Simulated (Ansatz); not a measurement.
**Loss of SiH4: SiH(OH)2(SiH3) → Si(OH)2 + SiH4**

Gas-phase species: SiH(OH)2(SiH3), singlet; Si(OH)2, singlet; SiH4 `[SiH4]`, singlet. This is a balance of energies; it says nothing on the path, which may need atoms to shift.

Shapes, held fixed at every level: PBE0-D4/def2-TZVP. Flexible molecules stand in one conformer, not always the lowest. Programs: Ansatz 0.2.0. The zero-point and thermal change to 298 K, harmonic and unscaled (PBE0-D4/def2-TZVP), is -6.2 kJ/mol.

(1) Estimate ΔH(298 K) of this reaction.

## Answers

(1) The highest level, CCSD(T)/CBS estimate, gives ΔH(298 K) = +112.6 kJ/mol; the levels span +92.8 to +118.6. The column of differences is taken from that level and isn't an error. No measured value is set beside it here. The CBS estimate extrapolates MP2 from def2-TZVPP and def2-QZVPP and adds CCSD(T) − MP2 in the triple-zeta set, cores frozen.

```json
{"level": "B3LYP-D4/def2-TZVPP", "kind": "global hybrid", "ΔH(298 K) (kJ/mol)": "+105.3", "less CCSD(T)/CBS estimate": "-7.3"}
{"level": "BHLYP-D4/def2-TZVPP", "kind": "global hybrid", "ΔH(298 K) (kJ/mol)": "+118.6", "less CCSD(T)/CBS estimate": "+6.0"}
{"level": "wB97M-V/def2-TZVPP", "kind": "range-separated hybrid", "ΔH(298 K) (kJ/mol)": "+98.5", "less CCSD(T)/CBS estimate": "-14.1"}
{"level": "MP2/def2-SVP", "kind": "perturbation theory", "ΔH(298 K) (kJ/mol)": "+103.2", "less CCSD(T)/CBS estimate": "-9.4"}
{"level": "MP2/def2-TZVPP", "kind": "perturbation theory", "ΔH(298 K) (kJ/mol)": "+114.2", "less CCSD(T)/CBS estimate": "+1.6"}
{"level": "CCSD/def2-SVP", "kind": "coupled cluster or CI", "ΔH(298 K) (kJ/mol)": "+92.8", "less CCSD(T)/CBS estimate": "-19.8"}
{"level": "CCSD/def2-TZVPP", "kind": "coupled cluster or CI", "ΔH(298 K) (kJ/mol)": "+106.1", "less CCSD(T)/CBS estimate": "-6.5"}
{"level": "CCSD(T)/CBS estimate", "kind": "coupled cluster or CI", "ΔH(298 K) (kJ/mol)": "+112.6", "less CCSD(T)/CBS estimate": "0.0"}
```
